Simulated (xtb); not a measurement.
C5H14NSi, doublet, from a rough starting geometry; GFN2-xTB run with xtb.

The xtb input:
```
$ xtb mol.xyz --gfn 2 --uhf 1 --opt vtight --json

# file mol.xyz
21

C      2.62631274    -0.76366698    -0.68704081
C      1.20322424    -0.96888667    -0.53596451
N      0.28883044    -0.07449521    -0.03909875
Si     0.79471459     1.52301409     0.28527332
C     -1.06577590    -0.47505448     0.01170242
C     -1.60712850    -0.50058901     1.40629731
C     -1.93802960     0.39532364    -0.86439669
H      3.11842984    -0.73844991     0.32806840
H      3.15651589    -1.44105365    -1.24165974
H      2.86322261     0.30545574    -1.01641398
H      0.87816083    -2.00429788    -0.69170554
H      1.06626060     2.42833906    -0.81115717
H     -0.34321192     2.17304772     1.10675220
H      1.95969890     1.52376897     1.21192693
H     -1.07384587    -1.48495003    -0.38233374
H     -2.64263800    -0.97054811     1.47844251
H     -1.62554845     0.49432820     1.83245680
H     -0.94003838    -1.12073389     2.04740099
H     -1.55296147     0.38228238    -1.94194234
H     -1.97450816     1.39442565    -0.48419495
H     -2.94692982    -0.00273018    -0.91026542
```

What the program printed (banner, timings and long lists left out):

```
   ID    Z sym.   atoms
    1    6 C      1, 2, 5-7
    2    7 N      3
    3   14 Si     4
    4    1 H      8-21

           -------------------------------------------------
          |                Calculation Setup                |
           -------------------------------------------------

           -------------------------------------------------
          |                 G F N 2 - x T B                 |
           -------------------------------------------------

          ...................................................
          :                      SETUP                      :
          :.................................................:
          :  # basis functions                  48          :
          :  # atomic orbitals                  47          :
          :  # shells                           29          :
          :  # electrons                        43          :
          :  max. iterations                   250          :
          :  Hamiltonian                  GFN2-xTB          :
          :  restarted?                      false          :
          :  GBSA solvation                  false          :
          :  PC potential                    false          :
          :  electronic temp.          300.0000000     K    :
          :  accuracy                    1.0000000          :
          :  -> integral cutoff          0.2500000E+02      :
          :  -> integral neglect         0.1000000E-07      :
          :  -> SCF convergence          0.1000000E-05 Eh   :
          :  -> wf. convergence          0.1000000E-03 e    :
          :  Broyden damping             0.4000000          :
          :  net charge                          0          :
          :  unpaired electrons                  1          :
          ...................................................

 iter      E             dE          RMSdq      gap      omega  full diag
   1    -22.6405534 -0.226406E+02  0.401E+00    2.56       0.0  T
   2    -22.7473509 -0.106797E+00  0.250E+00    1.57       1.0  T
   3    -22.7517376 -0.438675E-02  0.174E+00    2.45       1.0  T
   4    -22.7518528 -0.115175E-03  0.674E-01    1.77       1.0  T
   5    -22.7546146 -0.276184E-02  0.364E-01    2.17       1.0  T
   6    -22.7548299 -0.215288E-03  0.113E-01    2.07       1.0  T
   7    -22.7548772 -0.473428E-04  0.556E-02    2.08       1.0  T
   8    -22.7548832 -0.598014E-05  0.134E-02    2.07       1.6  T
   9    -22.7548840 -0.727369E-06  0.485E-03    2.07       4.5  T
  10    -22.7548840 -0.647871E-08  0.156E-03    2.07      14.0  T
  11    -22.7548840 -0.451514E-08  0.654E-04    2.07      33.3  T
  12    -22.7548840 -0.631577E-09  0.191E-04    2.07     114.2  T

   *** convergence criteria satisfied after 12 iterations ***

         :::::::::::::::::::::::::::::::::::::::::::::::::::::
         ::                     SUMMARY                     ::
         :::::::::::::::::::::::::::::::::::::::::::::::::::::
         :: total energy             -22.446222326971 Eh    ::
         :: gradient norm              0.143204379752 Eh/a0 ::
         :: HOMO-LUMO gap              2.066153655452 eV    ::
         ::.................................................::
         :: SCC energy               -22.754795879401 Eh    ::
         :: -> isotropic ES            0.019384454156 Eh    ::
         :: -> anisotropic ES          0.008278557838 Eh    ::
         :: -> anisotropic XC          0.012054377353 Eh    ::
         :: -> dispersion             -0.016009978923 Eh    ::
         :: repulsion energy           0.308573552430 Eh    ::
         :: add. restraining           0.000000000000 Eh    ::
         :: total charge              -0.000000000000 e     ::
         :::::::::::::::::::::::::::::::::::::::::::::::::::::

      -----------------------------------------------------------
     |                   =====================                   |
     |                        A N C O P T                        |
     |                   =====================                   |
     |               Approximate Normal Coordinate               |
     |                Rational Function Optimizer                |
      -----------------------------------------------------------
      -----------------------------------------------------------
     |                   =====================                   |
     |                        A N C O P T                        |
     |                   =====================                   |
     |               Approximate Normal Coordinate               |
     |                Rational Function Optimizer                |
      -----------------------------------------------------------

          ...................................................
          :                      SETUP                      :
          :.................................................:
          :   optimization level         verytight          :
          :   max. optcycles                   420          :
          :   ANC micro-cycles                  20          :
          :   degrees of freedom                57          :
          :.................................................:
          :   RF solver                   davidson          :
          :   write xtbopt.log                true          :
          :   linear?                        false          :
          :   energy convergence         0.1000000E-06 Eh   :
          :   grad. convergence          0.2000000E-03 Eh/α :
          :   maxmium RF displ.          1.0000000          :
          :   Hlow (freq-cutoff)         0.1000000E-01      :
          :   Hmax (freq-cutoff)         5.0000000          :
          :   S6 in model hess.         20.0000000          :
          ...................................................

generating ANC from exact Hessian ...
Using Lindh-Hessian (1995)
 Shifting diagonal of input Hessian by    8.0409309490720518E-003
[...]
 * total energy  :   -22.4652599 Eh     change       -0.2191879E-05 Eh
 * total energy  :   -22.4652614 Eh     change       -0.1539590E-05 Eh
 * total energy  :   -22.4652629 Eh     change       -0.1503134E-05 Eh
 * total energy  :   -22.4652643 Eh     change       -0.1397180E-05 Eh
 * total energy  :   -22.4652656 Eh     change       -0.1264175E-05 Eh
 * total energy  :   -22.4652662 Eh     change       -0.5979639E-06 Eh
 * total energy  :   -22.4652665 Eh     change       -0.2902663E-06 Eh
 * total energy  :   -22.4652667 Eh     change       -0.2514792E-06 Eh
 * total energy  :   -22.4652670 Eh     change       -0.2766498E-06 Eh
 * total energy  :   -22.4652672 Eh     change       -0.2051582E-06 Eh
 * total energy  :   -22.4652673 Eh     change       -0.1223355E-06 Eh
 * total energy  :   -22.4652674 Eh     change       -0.7887640E-07 Eh
   *** GEOMETRY OPTIMIZATION CONVERGED AFTER 20 ITERATIONS ***
         :: total energy             -22.465267411981 Eh    ::
[...]
        11        2.0000           -0.4737887             -12.8924
        12        2.0000           -0.4717273             -12.8364
        13        2.0000           -0.4704150             -12.8006
        14        2.0000           -0.4677615             -12.7284
        15        2.0000           -0.4502546             -12.2521
        16        2.0000           -0.4440688             -12.0837
        17        2.0000           -0.4312292             -11.7343
        18        2.0000           -0.4268432             -11.6150
        19        2.0000           -0.4192617             -11.4087
        20        2.0000           -0.4159249             -11.3179
        21        2.0000           -0.3981745             -10.8349
        22        1.0000           -0.2479334              -6.7466 (HOMO)
        23                         -0.1675259              -4.5586 (LUMO)
        24                         -0.1602751              -4.3613
        25                         -0.1490523              -4.0559
        26                         -0.0517982              -1.4095
        27                         -0.0346876              -0.9439
        28                          0.0411761               1.1205
        29                          0.1048896               2.8542
        30                          0.1262319               3.4349
        31                          0.1394832               3.7955
        32                          0.1677166               4.5638
        33                          0.1760207               4.7898
       ...                                ...                  ...
        47                          0.7505355              20.4231
      -------------------------------------------------------------
                  HL-Gap            0.0804075 Eh            2.1880 eV
             Fermi-level           -0.2653918 Eh           -7.2217 eV

     #   Z          covCN         q      C6AA      α(0)
     1   6 C        3.752    -0.100    22.476     6.761
     2   6 C        2.885    -0.058    29.442     8.896
     3   7 N        2.642    -0.200    25.362     7.479
     4  14 Si       3.659     0.476    98.033    18.979
     5   6 C        3.829     0.049    19.726     6.320
     6   6 C        3.754    -0.115    22.750     6.801
     7   6 C        3.754    -0.116    22.777     6.805
     8   1 H        0.923     0.030     2.593     2.518
     9   1 H        0.925     0.037     2.490     2.468
    10   1 H        0.924     0.033     2.544     2.494
    11   1 H        0.926     0.003     3.011     2.713
    12   1 H        0.915    -0.102     5.653     3.719
    13   1 H        0.919    -0.115     6.129     3.872
    14   1 H        0.919    -0.102     5.620     3.708
    15   1 H        0.924     0.032     2.558     2.501
    16   1 H        0.925     0.041     2.435     2.440
    17   1 H        0.925     0.042     2.427     2.436
    18   1 H        0.925     0.041     2.429     2.437
    19   1 H        0.925     0.040     2.443     2.444
    20   1 H        0.925     0.042     2.425     2.435
    21   1 H        0.925     0.042     2.417     2.431

 Mol. C6AA /au·bohr⁶  :       4024.977794
 Mol. C8AA /au·bohr⁸  :     102877.084846
 Mol. α(0) /au        :        100.658239

Wiberg/Mayer (AO) data.
largest (>0.10) Wiberg bond orders for each atom

 ---------------------------------------------------------------------------
     #   Z sym  total        # sym  WBO       # sym  WBO       # sym  WBO
 ---------------------------------------------------------------------------
     1   6 C    3.997 --     2 C    1.064     9 H    0.980    10 H    0.973
                             8 H    0.957
     2   6 C    3.478 --     3 N    1.302     1 C    1.064    11 H    0.966
     3   7 N    3.475 --     2 C    1.302     4 Si   1.004     5 C    1.004
     4  14 Si   3.748 --     3 N    1.004    14 H    0.887    13 H    0.885
                            12 H    0.880
     5   6 C    3.980 --     3 N    1.004     7 C    1.004     6 C    1.002
                            15 H    0.961
     6   6 C    3.996 --     5 C    1.002    18 H    0.987    16 H    0.984
                            17 H    0.984
     7   6 C    3.995 --     5 C    1.004    19 H    0.988    20 H    0.985
                            21 H    0.984
     8   1 H    0.997 --     1 C    0.957
     9   1 H    0.998 --     1 C    0.980
    10   1 H    0.999 --     1 C    0.973
    11   1 H    1.000 --     2 C    0.966
    12   1 H    0.989 --     4 Si   0.880
    13   1 H    0.987 --     4 Si   0.885
    14   1 H    0.990 --     4 Si   0.887
    15   1 H    0.999 --     5 C    0.961
    16   1 H    0.998 --     6 C    0.984
    17   1 H    0.998 --     6 C    0.984
    18   1 H    0.998 --     6 C    0.987
    19   1 H    0.998 --     7 C    0.988
    20   1 H    0.998 --     7 C    0.985
    21   1 H    0.998 --     7 C    0.984
 ---------------------------------------------------------------------------

Topologies differ in total number of bonds
Writing topology from bond orders to xtbtopo.mol

molecular dipole:
                 x           y           z       tot (Debye)
 q only:       -0.300       0.218       0.086
   full:       -0.322      -0.095       0.021       0.856
molecular quadrupole (traceless):
                xx          xy          yy          xz          yz          zz
 q only:        0.998       1.034      -0.504       0.029      -0.218      -0.495
  q+dip:        1.619       0.174      -1.116      -0.059      -0.855      -0.503
   full:        1.889       0.390      -0.802      -0.100      -0.230      -1.087

optimized geometry written to: xtbopt.xyz

           -------------------------------------------------
          | TOTAL ENERGY              -22.465267411981 Eh   |
          | GRADIENT NORM               0.000073852079 Eh/α |
          | HOMO-LUMO GAP               2.188000380000 eV   |
           -------------------------------------------------
```
